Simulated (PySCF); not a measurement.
Au(Cl)(CO) anion (CAuClO), SMILES [C-](#[O+])->[Au][Cl] (connectivity only; charge and spin as stated), charge -1, multiplicity 2.

Geometry: B3LYP-D3(BJ)/def2-SVPD. The spin state was assumed, not searched. The isomer is the one that the SMILES or the coordinates give; other isomers of the formula were not compared. The def2 effective core potentials stand for the cores of Au; spin–orbit coupling is left out.

Level of theory: B3LYP-D3(BJ)/def2-SVPD (PySCF).

Frequencies are harmonic and unscaled.

Computed harmonic wavenumbers and intensities:
```tsv
mode	ν (cm⁻¹)	IR (km/mol)	moving atoms (share of kinetic energy)
1	73	4.6	O 39 %, Cl 35 %, Au 22 %
2	89	3.7	C 52 %, Cl 25 %, Au 20 %
3	242	71.6	Cl 86 %, Au 12 %
4	303	6.7	O 63 %, C 27 %, Au 10 %
5	472	6.4	C 88 %
6	1837	853.6	C 58 %, O 42 %
```
